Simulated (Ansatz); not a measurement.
The inner images of a band of ClF3Ge + H3Si (9 atoms, charge 0, multiplicity 2) are given out of order.

Computed with Ansatz 0.2.0, UKS PBE/def2-SVP.

Initial state:

```xyz
9
Properties=species:S:1:pos:R:3
Ge -0.036 -0.063 -0.517
F -0.019 -0.035 1.216
F 1.603 -0.011 -1.058
F -0.811 1.383 -1.057
Cl -1.033 -1.790 -1.246
Si 0.014 0.024 4.525
H -0.764 -1.188 4.960
H 1.442 -0.051 4.995
H -0.648 1.291 4.996
```

Final state:

```xyz
9
Properties=species:S:1:pos:R:3
Ge -0.237 -0.406 -0.169
F 0.183 0.354 2.344
F 1.491 -0.193 -0.420
F -0.902 1.198 -0.444
Cl -0.979 -1.710 -1.786
Si 0.072 0.127 3.986
H -0.723 -1.123 4.215
H 1.463 -0.010 4.523
H -0.620 1.322 4.565
```

**Question.** Put them in order from the first end to the last, with their energies above the first end.
A.
```xyz
9
Properties=species:S:1:pos:R:3
Ge -0.070 -0.121 -0.430
F -0.182 -0.317 1.289
F 1.605 -0.002 -0.837
F -0.805 1.388 -0.836
Cl -1.001 -1.735 -1.448
Si 0.064 0.110 4.427
H -0.727 -1.123 4.770
H 1.477 0.008 4.934
H -0.614 1.351 4.943
```
B.
```xyz
9
Properties=species:S:1:pos:R:3
Ge -0.078 -0.136 -0.198
F -0.004 -0.007 2.336
F 1.605 -0.001 -0.714
F -0.803 1.389 -0.713
Cl -1.053 -1.826 -1.235
Si 0.017 0.029 4.002
H -0.752 -1.166 4.473
H 1.449 -0.030 4.433
H -0.634 1.308 4.430
```
C.
```xyz
9
Properties=species:S:1:pos:R:3
Ge -0.057 -0.099 -0.119
F -0.046 -0.080 2.061
F 1.629 0.009 -0.627
F -0.807 1.415 -0.626
Cl -1.050 -1.820 -1.062
Si 0.014 0.025 3.920
H -0.750 -1.163 4.441
H 1.443 -0.030 4.414
H -0.630 1.302 4.413
```
D.
```xyz
9
Properties=species:S:1:pos:R:3
Ge -0.054 -0.095 -0.277
F -0.112 -0.195 1.464
F 1.613 0.002 -0.731
F -0.805 1.397 -0.731
Cl -1.018 -1.764 -1.184
Si 0.037 0.064 4.246
H -0.748 -1.159 4.631
H 1.467 -0.020 4.697
H -0.633 1.330 4.701
```
E.
```xyz
9
Properties=species:S:1:pos:R:3
Ge -0.127 -0.222 -0.264
F 0.066 0.115 2.408
F 1.565 -0.058 -0.728
F -0.832 1.325 -0.728
Cl -1.041 -1.807 -1.491
Si 0.036 0.063 4.066
H -0.744 -1.153 4.468
H 1.455 -0.022 4.540
H -0.630 1.318 4.543
```
F.
```xyz
9
Properties=species:S:1:pos:R:3
Ge -0.052 -0.091 -0.106
F -0.064 -0.112 1.719
F 1.616 0.006 -0.605
F -0.803 1.402 -0.605
Cl -1.031 -1.787 -1.029
Si 0.020 0.034 4.052
H -0.759 -1.177 4.468
H 1.461 -0.034 4.460
H -0.642 1.316 4.460
```
G.
```xyz
9
Properties=species:S:1:pos:R:3
Ge -0.188 -0.328 -0.250
F 0.145 0.259 2.404
F 1.524 -0.130 -0.611
F -0.874 1.252 -0.614
Cl -1.019 -1.772 -1.694
Si 0.059 0.104 4.054
H -0.734 -1.134 4.353
H 1.457 -0.014 4.577
H -0.623 1.323 4.595
```

**Answer.** A (-0.1 kJ/mol), D (+3.2 kJ/mol), F (+10.7 kJ/mol), C (-48.5 kJ/mol), B (-101.3 kJ/mol), E (-106.6 kJ/mol), G (-108.4 kJ/mol).

The run took 2.7 min on 4 threads of Arm Neoverse V1, with other jobs on the host, peak memory 0.25 GiB.
